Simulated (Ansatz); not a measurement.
Reaction (formal exchange of groups at the Si–F bond): `N[SiH](F)CCl` + `OC(O)(O)O` → `N[SiH](O)CCl` + `OC(O)(O)F`

Program: Ansatz. Geometries: PBE0-D4/def2-TZVP. ΔE: electronic, gas phase. CBS: MP2 limit from def2 TZ/QZ plus the TZ coupled-cluster correction, frozen cores. DFT in def2-TZVPP. B3LYP here is the variant with VWN-RPA as its local correlation; programs differ in this. One conformer a species, not always the lowest.

| level | ΔE (eV) |
| --- | --- |
| B3LYP-D4 | 0.45 |
| CCSD/def2-TZVPP | 0.47 |
| HF/def2-QZVPP | 0.49 |
| SCS-MP2/def2-QZVPP | 0.49 |

Q: What does CCSD(T)/CBS give? (Best estimate.)

A: Computed: +0.48 eV. The listed levels differ from it by -0.03, -0.01, 0.01, 0.01 eV.

Largest T1 diagnostic among the species: 0.011.
